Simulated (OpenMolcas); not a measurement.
Nb3+ (d2) among equal point charges was computed by CASSCF with the d shell active (OpenMolcas, ANO-RCC-VDZP on the metal). Its lowest spin-free states, and all those of the highest spin:

```json
{"2S+1": "3", "Degeneracy": "2", "E (cm-1)": "0.0"}
{"2S+1": "3", "Degeneracy": "1", "E (cm-1)": "2548"}
{"2S+1": "3", "Degeneracy": "1", "E (cm-1)": "5971"}
{"2S+1": "1", "Degeneracy": "1", "E (cm-1)": "6082"}
{"2S+1": "1", "Degeneracy": "2", "E (cm-1)": "9410"}
{"2S+1": "1", "Degeneracy": "1", "E (cm-1)": "10523"}
{"2S+1": "1", "Degeneracy": "1", "E (cm-1)": "12213"}
{"2S+1": "3", "Degeneracy": "2", "E (cm-1)": "13688"}
{"2S+1": "3", "Degeneracy": "1", "E (cm-1)": "14197"}
{"2S+1": "1", "Degeneracy": "1", "E (cm-1)": "17409"}
{"2S+1": "1", "Degeneracy": "1", "E (cm-1)": "20415"}
{"2S+1": "1", "Degeneracy": "2", "E (cm-1)": "23569"}
{"2S+1": "3", "Degeneracy": "2", "E (cm-1)": "23833"}
{"2S+1": "3", "Degeneracy": "1", "E (cm-1)": "40798"}
```

**Question.** Is the site octahedral, tetrahedral or cube-like, axial, or of lower symmetry?

**Answer.** The states with 2S+1 = 3 have orbital degeneracies 2, 1, 1, 2, 1, 2, 1. There are pairs but no triples, so the site is axial: not cubic, but with a proper or improper axis of order three or more. The run had Nb3+ among 4 point charges of -1.5 e arranged as a square (D4h), 2.17 Å from the ion.

An orbital doublet at a regular site is open to a Jahn-Teller distortion, which this geometry leaves out. Without dynamic correlation the repulsion within the d shell is too large (B by tens of per cent), so at a given field states of lower spin stand too high. This is an electrostatic model: the charges have no orbitals. No measured value stands beside these numbers.
